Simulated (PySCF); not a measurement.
BeFH3OSi, SMILES [O]([SiH3])[Be][F]. Atoms are numbered in the order given.

```xyz
7

Be     0.0000     0.0000     1.3770
F      0.0000     0.0000     2.7631
O      0.0000     0.0000    -0.0299
Si     0.0000     0.0000    -1.6831
H      1.2140    -0.7009    -2.1909
H      0.0000     1.4018    -2.1909
H     -1.2140    -0.7009    -2.1909
```

Geometry optimised at B3LYP-D3(BJ)/def2-SVP. The values are those of a single conformer.

The numbers are results of HF/pcSseg-2 (PySCF), not measurements.

GIAO shieldings, no solvent; atoms alike by connectivity are averaged. δ = σ(ref) − σ: ¹⁹F against CFCl3 (σ = 237.3 ppm); ¹⁷O against H2O (σ = 326.0 ppm); ²⁹Si against TMS (σ = 383.2 ppm); ¹H against TMS (σ = 31.98 ppm), references at their B3LYP-D3(BJ)/def2-TZVP geometries, non-relativistic.

Computed chemical shifts:
| nucleus | atoms | count | δ (ppm) |
|---|---|---|---|
| ¹⁹F | F2 | 1 | -169.4 |
| ¹⁷O | O3 | 1 | 2.2 |
| ²⁹Si | Si4 | 1 | -48.7 |
| ¹H | H5, H6, H7 | 3 | 4.86 |
